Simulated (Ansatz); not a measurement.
Consider the ligand exchange at a Zn–C bond: `N[CH2][ZnH]` + `CNC` → `C[N](C)[ZnH]` + CH₃NH₂.

Program: Ansatz. Geometries: PBE0-D4/def2-TZVP. ΔE: electronic, gas phase. CBS: MP2 limit from def2 TZ/QZ plus the TZ coupled-cluster correction, frozen cores. Functionals use def2-TZVPP. For Zn outer-core shells are correlated without core-valence functions, which leaves a few kJ/mol of doubt a bond. Scalar relativity is left out up to krypton. Each species was taken in one conformer, which may not be the lowest.

```json
{"level": "r2SCAN-D4", "ΔE (kJ/mol)": "-50.0", "difference from CCSD(T)/CBS": "-2.1"}
{"level": "r2SCAN0-D4", "ΔE (kJ/mol)": "-47.8", "difference from CCSD(T)/CBS": "0.1"}
{"level": "ωB97X-V", "ΔE (kJ/mol)": "-46.3", "difference from CCSD(T)/CBS": "1.6"}
{"level": "PBE-QIDH", "ΔE (kJ/mol)": "-47.3", "difference from CCSD(T)/CBS": "0.6"}
{"level": "PBE", "ΔE (kJ/mol)": "-42.9", "difference from CCSD(T)/CBS": "5.0"}
{"level": "PBE0", "ΔE (kJ/mol)": "-42.2", "difference from CCSD(T)/CBS": "5.7"}
{"level": "r2SCANh", "ΔE (kJ/mol)": "-48.4", "difference from CCSD(T)/CBS": "-0.5"}
{"level": "BHLYP", "ΔE (kJ/mol)": "-45.8", "difference from CCSD(T)/CBS": "2.1"}
{"level": "SCS-MP2/def2-QZVPP", "ΔE (kJ/mol)": "-51.2", "difference from CCSD(T)/CBS": "-3.3"}
{"level": "HF/CBS(def2)", "ΔE (kJ/mol)": "-47.8", "difference from CCSD(T)/CBS": "0.1"}
{"level": "CCSD(T)/CBS", "ΔE (kJ/mol)": "-47.9", "difference from CCSD(T)/CBS": "0"}
```

Largest T1 diagnostic among the species: 0.015.

The D4 term adds −3.1 kJ/mol with B3LYP and −1.8 kJ/mol with PBE0; it sums over pairs of atoms, weighted by their polarisabilities, and B3LYP, whose exchange is more repulsive, gets the larger term. Leaving LDA and LC-ωPBE aside and taking each functional with its dispersion term where it has one, the values, not all of them listed here, spread over 6.6 kJ/mol, from r2SCAN-D4 to ωB97M-V. LDA lies −5.8 kJ/mol from PBE without D4.

B3LYP here is the variant with VWN-RPA as its local correlation; programs differ in this.
